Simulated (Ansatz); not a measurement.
C2H7AlO, 11 atoms. The species carries charge 0 and has multiplicity 1. The bonds changed during the relaxation, so this is another structure than the one it started from. All runs use 2 threads of an Arm Neoverse V2 on a shared host. Correlated methods freeze the cores.

Q: Give the basis size and wall time and peak host memory of each of these runs in Ansatz. direct RPA on PBE orbitals/def2-TZVPP energy; RKS B3LYP-D4/def2-TZVPP energy and forces; RKS revPBE-D4/def2-TZVPP energy; RKS PBE0-D4/def2-SVP energy; RKS PBE-D4/def2-TZVPP energy and forces; RHF-CCSD(T)/def2-TZVPP energy; RKS PBE0-D4/def2-TZVP frequencies; RKS ωB97M-V/def2-QZVPP energy; RKS ωB97M-V/def2-SVP energy; RKS r2SCANh-D4/def2-TZVPP energy; RHF-MP2/def2-QZVPP energy; RHF-CCSD(T)/def2-SVP energy. (An estimate is asked.)

A: Ansatz gave: Other jobs shared the machine, so times are rough.

```tsv
level	job	functions	wall time	peak host memory (GiB)
RKS PBE0-D4/def2-SVP	energy	95	1.2 s	0.18
RKS revPBE-D4/def2-TZVPP	energy	233	2.7 s	0.26
RKS PBE-D4/def2-TZVPP	energy and forces	233	3.4 s	0.27
RHF-CCSD(T)/def2-SVP	energy	95	3.8 s	0.36
RKS ωB97M-V/def2-SVP	energy	95	6 s	0.26
RKS B3LYP-D4/def2-TZVPP	energy and forces	233	6 s	0.57
RKS r2SCANh-D4/def2-TZVPP	energy	233	6.5 s	0.49
direct RPA on PBE orbitals/def2-TZVPP	energy	233	7 s	0.53
RKS ωB97M-V/def2-QZVPP	energy	451	27 s	1.6
RHF-MP2/def2-QZVPP	energy	451	28 s	2.6
RKS PBE0-D4/def2-TZVP	frequencies	172	2.8 min	0.39
RHF-CCSD(T)/def2-TZVPP	energy	233	7 min	1.8
```

B3LYP here is the variant with VWN-RPA as its local correlation; programs differ in this.
